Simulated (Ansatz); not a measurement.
Consider the formal exchange of groups at the Si–C bond: `C[SiH2]/C(Cl)=C\F` + `CBNC` → `CBN[SiH2]C` + `C/C(Cl)=C/F`.

Program: Ansatz. Geometries: PBE0-D4/def2-TZVP. ΔE: electronic, gas phase. CCSD(T)/CBS adds triple-zeta CCSD(T) − MP2 to the extrapolated MP2 energy (def2 sets, frozen cores). This one scheme is used for every species. Double bonds are as drawn, so ΔE can hold a change between cis and trans. Functionals use def2-TZVPP. B3LYP here is the variant with VWN-RPA as its local correlation; programs differ in this. One conformer a species, not always the lowest.

```csv
level,ΔE (kJ/mol),difference from CCSD(T)/CBS
r2SCAN-D4,-84.0,0.8
ωB97X-V,-81.8,3.0
ωB97M-V,-83.2,1.6
r2SCAN,-83.5,1.3
PBE0,-78.9,5.9
B3LYP,-78.4,6.4
HF/def2-TZVPP,-88.1,-3.3
MP2/def2-TZVPP,-88.0,-3.2
SCS-MP2/def2-TZVPP,-85.6,-0.8
HF/CBS(def2),-89.4,-4.6
CCSD(T)/CBS,-84.8,0
```

Largest T1 diagnostic among the species: 0.012.

From PBE to PBE0 (25 % exact exchange), in def2-TZVPP and without D4, ΔE moves by −5.6 kJ/mol.
